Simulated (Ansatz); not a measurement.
Cost and result for the atomization energy of H5NOSiZn (9 atoms, 7 bonds).

Z-matrix (Å, degrees):
```
Si
O 1 1.650
N 1 1.703 2 111.6
H 1 1.488 2 108.9 3 -119.9
H 1 1.486 2 110.3 3 118.6
H 2 0.958 1 117.7 3 167.6
H 3 1.007 1 121.1 2 -68.4
H 3 1.007 1 120.5 2 79.6
Zn 3 3.549 1 85.1 2 -177.3
```

Total charge 0; spin multiplicity 1. For Zn the d shell is correlated and the shells below it are frozen. Scalar relativity is left out up to krypton. The bonds changed during the relaxation, so this is another structure than the one it started from. The geometry is a stationary point of PBE0-D4/def2-TZVP. It is one conformer, not always the lowest. Program: Ansatz. All runs use 4 threads of an Intel Xeon 6975P-C on a shared host. Times are those of one run each, without the atoms' runs, and a repeat can differ threefold. Electronic energies, without spin–orbit coupling; frozen cores. CCSD(T)/CBS adds CCSD(T) − MP2 in def2-TZVPP to the MP2 limit, and its time is that of the two runs behind it. T1 = 0.013. With those shells the extrapolation isn't a true limit. B3LYP takes the VWN-RPA correlation (the form of Gaussian; ORCA's B3LYP/G).

CCSD(T)/CBS is a level of theory with its own doubt, some kJ/mol a heavy atom from the limit and from the frozen cores, so smaller differences don't rank the functionals.

| level | functions | atomization (kJ/mol) | difference from CCSD(T)/CBS | per bond |
| --- | --- | --- | --- | --- |
| BLYP-D4/def2-TZVPP | 238 | 2774.4 | -7.8 | -1.1 |
| MP2/def2-QZVPP | 434 | 2778.6 | -3.6 | -0.5 |
| B2PLYP/def2-TZVPP | 238 | 2737.2 | -45.0 | -6.4 |
| ωB97M-V/def2-TZVPP (with forces) | 238 | 2781.1 | -1.1 | -0.2 |
| CCSD(T)/def2-SVP | 102 | 2528.7 | -253.5 | -36.2 |
| CCSD(T)/CBS(def2) | – | 2782.2 | 0.0 | 0.0 |
| PBE-QIDH/def2-TZVPP | 238 | 2716.8 | -65.4 | -9.3 |
| BHLYP-D4/def2-TZVPP | 238 | 2693.3 | -88.9 | -12.7 |
| PBE-D4/def2-TZVPP (with forces) | 238 | 2785.7 | 3.5 | 0.5 |
| revPBE-D4/def2-TZVPP | 238 | 2722.3 | -59.9 | -8.6 |
| B3LYP-D4/def2-TZVPP (with forces) | 238 | 2775.5 | -6.7 | -1.0 |
| CAM-B3LYP-D4/def2-TZVPP | 238 | 2790.5 | 8.3 | 1.2 |
| CCSD(T)/def2-TZVPP | 238 | 2690.6 | -91.6 | -13.1 |

Q: Order the runs by time, with rough figures. (Estimate.)

A: Ansatz gave: revPBE-D4/def2-TZVPP 1.2 s; PBE-D4/def2-TZVPP (with forces) 1.4 s; BLYP-D4/def2-TZVPP 1.4 s; BHLYP-D4/def2-TZVPP 1.8 s; CAM-B3LYP-D4/def2-TZVPP 2.1 s; B3LYP-D4/def2-TZVPP (with forces) 2.7 s; CCSD(T)/def2-SVP 3 s; B2PLYP/def2-TZVPP 3.1 s; PBE-QIDH/def2-TZVPP 3.2 s; ωB97M-V/def2-TZVPP (with forces) 5.5 s; MP2/def2-QZVPP 12 s; CCSD(T)/def2-TZVPP 35 s; CCSD(T)/CBS(def2) 46 s.

From BLYP to BHLYP (50 % exact exchange), in def2-TZVPP and without D4, the atomization energy moves by −64.7 kJ/mol: exact exchange takes away binding that semilocal exchange gives to molecules. At CCSD(T), def2-SVP lies −253.5 kJ/mol from the extrapolated value and def2-TZVPP −91.6 kJ/mol: correlation converges slowly with the basis, and small sets miss more of it in the bonded molecule than in its fragments. In def2-TZVPP, CCSD(T) changes the Hartree–Fock value by +749.6 kJ/mol (the triples alone add +36.3 kJ/mol) and MP2 by +782.4 kJ/mol; breaking electron pairs costs correlation energy, which Hartree–Fock lacks.
